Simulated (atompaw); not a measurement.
**Varying the PAW (atompaw) potential for Al**

Base potential:

```json
{
 "Element": "aluminium (Al)",
 "Generator": "atompaw 4.2.0.5",
 "Type": "PAW",
 "Functional": "PBE",
 "Relativity": "non-relativistic",
 "Frozen core": "[Ne]",
 "Valence charge": "3",
 "Reference configuration": "3s2 3p1",
 "Partial waves": "3s (bound): rc 1.80 bohr; 3s channel at 0.45 Ry: rc 1.80 bohr; 3p (bound): rc 2.45 bohr; 3p channel at 2.9 Ry: rc 2.45 bohr; 3d channel at 0.25 Ry: rc 2.45 bohr; 3d channel at 1.45 Ry: rc 2.45 bohr",
 "Local potential": "bessel scheme, radius 1.60 bohr",
 "Core correction": "smooth core density matched at 1.70 bohr",
 "Augmentation charge": "sinc compensation charge, radius 2.40 bohr; PAW radius 2.45 bohr; waves and projectors: custom polynom vanderbiltortho"
}
```

Cutoffs, loose and tight: the cutoffs (Ry, on a coarse ladder) from which the occupation-weighted sum of valence levels, in a spherical-Bessel basis at the reference potential, stays within 10 and 1 mRy of its value at 400 Ry. They see the waves, projectors and local potential, not the compensation charge or the core. A dash means not determined.

A true bound ghost makes a file unfit for plane-wave use even where its test errors are small: the radial tests pick states by their node count and pass the ghost by.

```csv
change,outcome,"cutoff, loose","cutoff, tight",bound ghosts
base,generated,15 Ry,18 Ry,s
wave 3s channel at 0.45 Ry: rc 1.80 bohr becomes 3s channel at -0.43 Ry: rc 1.80 bohr,generated,15 Ry,18 Ry,s
wave 3s channel at 0.45 Ry: rc 1.80 bohr becomes 3s channel at -0.35 Ry: rc 1.80 bohr,generated,15 Ry,18 Ry,s
wave 3s channel at 0.45 Ry: rc 1.80 bohr becomes 3s channel at -0.13 Ry: rc 1.80 bohr,generated,15 Ry,18 Ry,s
wave 3s channel at 0.45 Ry: rc 1.80 bohr becomes 3s channel at 0.09 Ry: rc 1.80 bohr,generated,15 Ry,18 Ry,s
wave 3s channel at 0.45 Ry: rc 1.80 bohr becomes 3s channel at 0.44 Ry: rc 1.80 bohr,generated,15 Ry,18 Ry,s
wave 3s channel at 0.45 Ry: rc 1.80 bohr becomes 3s channel at 1.45 Ry: rc 1.80 bohr,generated,6 Ry,18 Ry,s
wave 3s channel at 0.45 Ry: rc 1.80 bohr becomes 3s channel at 8.15 Ry: rc 1.80 bohr,generated,10 Ry,18 Ry,none
```

Task: What comes out with this change to the base: wave 3s channel at 0.45 Ry: rc 1.80 bohr becomes 3s channel at 5.74 Ry: rc 1.80 bohr?

Result: outcome: generated; cutoff, loose: 12 Ry; cutoff, tight: 18 Ry; bound ghosts: s.

Task: What comes out with this change to the base: wave 3s channel at 0.45 Ry: rc 1.80 bohr becomes 3s channel at 2.35 Ry: rc 1.80 bohr?

Result: outcome: generated; cutoff, loose: 18 Ry; cutoff, tight: 18 Ry; bound ghosts: s.
